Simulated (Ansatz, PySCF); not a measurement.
Gas-phase reaction in SMILES: COC(C)OC -> C[CH]OC + C[O] (the C-O bond at the site shown breaks; other sites are not compared here)
Structures are relaxed separately at B3LYP-D3(BJ)/def2-TZVP in Ansatz (a quantum-chemistry and plane-wave program), one conformer each, not searched for the lowest. Frequencies are from Ansatz or PySCF.
Geometry of the first species:
SMILES: O(C(C)OC)C
```xyz
16

C      0.1307    -1.8674    -0.1538
C     -0.2303    -0.4065     0.0098
O      0.8784     0.3645     0.4531
C      1.0594     0.3800     1.8524
O     -0.6328     0.0754    -1.2312
C     -1.1423     1.3992    -1.2040
H      0.4817    -2.2838     0.7907
H     -0.7384    -2.4366    -0.4836
H      0.9216    -1.9588    -0.8981
H     -1.0462    -0.2784     0.7445
H      1.3344    -0.6056     2.2461
H      0.1537     0.7211     2.3700
H      1.8701     1.0758     2.0615
H     -1.9849     1.4787    -0.5057
H     -1.4909     1.6214    -2.2106
H     -0.3711     2.1161    -0.9162
```

Wanted: bond dissociation energy (enthalpy at 298 K, with B3LYP-D3(BJ) rigid-rotor harmonic-oscillator terms), in kcal/mol. Correlated levels leave the core frozen unless marked. Open shells are spin-unrestricted. Spin-orbit coupling is left out. No relativistic terms. CBS marks a two-point X^-3 extrapolation of the correlation energy; Hartree-Fock from the larger set. The bracket is a focal-point correction in the basis named.

```csv
level,program,bond dissociation energy (kcal/mol)
HF/6-31G*,Ansatz,52.2
HF/aug-cc-pVDZ,Ansatz,50.1
HF/aug-cc-pVTZ,Ansatz,49.8
HF/cc-pVTZ,Ansatz,50.4
```

Problem. What does RI-MP2/CBS(cc-pVTZ,cc-pVQZ)+[CCSD(T)-MP2]/cc-pVDZ (Ansatz) give?

Solution. 90.2 kcal/mol
